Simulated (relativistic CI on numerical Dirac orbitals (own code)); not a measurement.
## What each ingredient does to the levels of Pb²⁰⁺

Base calculation: Dirac-Coulomb-Breit CI, KLI orbitals optimised for each configuration, a model potential for QED, unscaled Slater integrals.

CI space (outside the closed core [Kr] 4d10): 4f¹⁴5s², 4f¹⁴5s5p, 4f¹⁴5s5d, 4f¹³5s²5p, 4f¹⁴5s5f, 4f¹⁴5p5d, 4f¹³5s²5d, 4f¹⁴5s5g, 4f¹⁴5p6s, 4f¹⁴5s6s, 4f¹³5s²6s, 4f¹⁴5s6p, 4f¹³5s²5f, 4f¹⁴5p5g, 4f¹³5s²6p, 4f¹⁴5d5f, 4f¹⁴5s6d, 4f¹⁴5p², 4f¹³5p³, 4f¹³5p²5d, 4f¹⁴5d², 4f¹³5p5d², 4f¹³5d³, 4f¹⁴5f², 4f¹³5p5f², 4f¹³5d5f², 4f¹⁴5p5f, 4f¹³5p²5f, 4f¹³5p5d5f, 4f¹⁴5g², 4f¹³5p5g², 4f¹³5d5g², 4f¹⁴5d6s, 4f¹³5p5d6s, 4f¹³5d²6s. Double excitations out of closed p, d and f shells are left out; levels of such configurations are missing from the list, as are those of other unlisted configurations, and high levels can miss mixing partners. Some configurations lack a partner that the ground configuration has and come out too high, among them 4f¹³5s²6s, 4f¹³5s²6p, 4f¹³5s²5f.

Variants: (1) configuration mixing switched off; (2) Breit term removed. Shifts of the energy above 4f¹⁴5s² ¹S0, in cm⁻¹, for the lowest level and the first level of each name with at least 55 % of one term (blank where a level changes its place among those of its configuration and J or its character, or is not in the variant):

```
         Level     Base   Δ(1)   Δ(2)
   4f¹⁴5s² ¹S0        0      0      0
 4f¹⁴5s5p ³P°0   334291  -7839  -2033
 4f¹⁴5s5p ³P°1   361654  -6034  -1889
 4f¹⁴5s5p ³P°2   587337  -7470   +734
 4f¹³5s²5p ³D3   616141  -4304  -6952
 4f¹³5s²5p ³G3   656942  -4310  -5173
 4f¹⁴5s5p ¹P°1   659651    +63   +754
   4f¹⁴5p² ³P0   775030  -9138  -4494
 4f¹³5s²5p ³G5   866807  -2513  -4013
 4f¹³5s²5p ³F4   886711  -2530  -4088
 4f¹³5s²5p ³D1   898900  -2471  -2629
   4f¹⁴5p² ³P1   999478  -6830  -1835
   4f¹⁴5p² ¹D2  1004556  +7133  -1620
  4f¹⁴5s5d ³D1  1218054  -7606  +2127
  4f¹⁴5s5d ³D3  1263102  -7284  +3013
   4f¹⁴5p² ¹S0  1300221  -5033   +831
  4f¹⁴5s5d ¹D2  1329778         +2219
4f¹³5s²5d ³P°2  1491639   -687  -2813
4f¹³5s²5d ³P°1  1536096   -736  -1473
4f¹³5s²5d ³H°4  1540763   -624  -1010
4f¹³5s²5d ³H°6  1543966   -725  -1648
4f¹³5s²5d ¹D°2  1549644   -657  -1403
```

At this charge transitions that keep the count of f electrons are usually good to a few per cent. Levels that differ in their count of f electrons can be misplaced by several ten thousand cm⁻¹, since the correlation energy of f electrons is missing or only estimated; rates across such gaps can be off by orders of magnitude.

Ionisation energy from one configuration of each of the two ions, the ground ones as tabulated or assumed: base 603.902 eV. The NIST ASD value (theoretical) is 570 ± 30 eV. The gap of more than 2 % comes from missing correlation, or from a tabulated value that is itself an estimate.

LS names give the leading component of a level, which can be under half, so a name can repeat, a term be missing and a line seem to break the LS rules.
